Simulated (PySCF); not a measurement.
All of these have the formula C2H8Si2. Level of theory: TDDFT CAM-B3LYP/def2-SVPD, vertical, gas phase, core orbitals frozen in the response (PySCF). Geometries: GFN2-xTB; one conformer of each isolated species. Triplets are in the Tamm–Dancoff approximation.

A. `C1[SiH2]C[SiH2]1`
B. `[SiH3][C@@H]1C[SiH2]1`
C. `[SiH3]/C=C\[SiH3]`

Lowest singlet levels (six at most, fewer where fewer were computed) with oscillator strengths:

1. 211 nm (f 0.003); 189 nm (f 0.386); 172 nm (f 0.004); 161 nm (f 0.003); 159 nm (f 0.000); 157 nm (f 0.004); T1 4.03 eV
2. 198 nm (f 0.105); 196 nm (f 0.156); 181 nm (f 0.040); 175 nm (f 0.014); 174 nm (f 0.006); 165 nm (f 0.031); T1 4.91 eV
3. 190 nm (f 0.000); 172 nm (f 0.000); 170 nm (f 0.000); 165 nm (f 0.000); 163 nm (f 0.269); 163 nm (f 0.022); T1 6.30 eV

Question: Which spectrum belongs to which structure?

Answer: 1 = C, 2 = B, 3 = A.
- A: S1 at 6.54 eV, HOMO→LUMO (95%); Löwdin shares by element: HOMO carbon 39%, silicon 34% (atoms not listed hold the other 26%); LUMO silicon 35%, carbon 25% (atoms not listed hold the other 40%); HOMO -9.18 and LUMO 0.74 eV; point group D2h, 4 of its 6 listed states under f = 0.0005.
- B: S1 at 6.25 eV, HOMO→LUMO (50%), HOMO→LUMO+1 (35%), HOMO→LUMO+2 (8%); Löwdin shares by element: HOMO carbon 50%, silicon 34% (atoms not listed hold the other 15%); LUMO silicon 35% or more, hydrogen 22% or more, carbon 12% or more (atoms not listed hold the other 31%); HOMO -8.18 and LUMO 0.95 eV.
- C: S1 at 5.86 eV, HOMO-1→LUMO (96%); Löwdin shares by element: HOMO carbon 68%, silicon 13% (atoms not listed hold the other 18%); LUMO carbon 59%, silicon 22% (atoms not listed hold the other 19%); HOMO -9.25 and LUMO 0.15 eV.
